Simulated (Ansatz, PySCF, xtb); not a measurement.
Breaking the Ge1–H3 bond in GeH5N (SMILES [NH2][GeH3]) (multiplicity 1 held, fragments rigid). Energies count from the point at 1.537 Å.
Geometry at that point (charge 0, multiplicity 1):
```xyz
7

Ge    -0.36017     0.04050     0.02988
N      1.47031    -0.14002    -0.20883
H     -1.03243    -0.90641    -0.97692
H     -0.70256     1.50788    -0.27309
H     -0.85896    -0.30670     1.45463
H      1.80696    -1.08530    -0.07686
H      2.02010     0.47463     0.37791
```

R- and RO- levels are restricted; in cc, def2 and unpolarised 6-31G sets they are followed outwards from rest. U- levels take the lowest unrestricted solution at each point, which mixes spins at long bonds. Active spaces are followed from a long bond inwards. Curves can end on different states.

Frozen-core correlation. Filled d and f shells under p-block atoms count as core. Rows in LANL2DZ carry no dispersion term and start afresh at each structure. LANL2DZ brings its own core potentials from Na on.

Run with Ansatz (Gaussian orbitals); PySCF for LANL2DZ rows; xtb for the GFN methods.  The GFN methods have no spin term and hold the electronic entropy of 300 K.

```csv
level,energy at R = 4.918 Å (kcal/mol)
GFN2-xTB,95.70
R-PBE/cc-pVTZ,___
R-r2SCAN/cc-pVTZ,121.72
U-B3LYP/LANL2DZ,88.32
R-B3LYP/cc-pVTZ,123.23
U-B3LYP/cc-pVTZ,88.83
U-CCSD/cc-pVTZ,89.20
"CASSCF(2,2)/cc-pVTZ",___
"FIC-MRCISD+Q on CASSCF(2,2)/cc-pVTZ",89.54
```

Q: Complete the blanks.

A: 
- R-PBE/cc-pVTZ, energy at R = 4.918 Å (kcal/mol): 112.15
- CASSCF(2,2)/cc-pVTZ, energy at R = 4.918 Å (kcal/mol): 80.17

Doubts at one or more of the structures used: a restricted determinant that unrestricted orbitals would lower (R-PBE/cc-pVTZ, R-r2SCAN/cc-pVTZ, R-B3LYP/cc-pVTZ); a spin-contaminated determinant (U-B3LYP/LANL2DZ, U-B3LYP/cc-pVTZ, U-CCSD/cc-pVTZ).

Ansatz is a program for electronic structure.
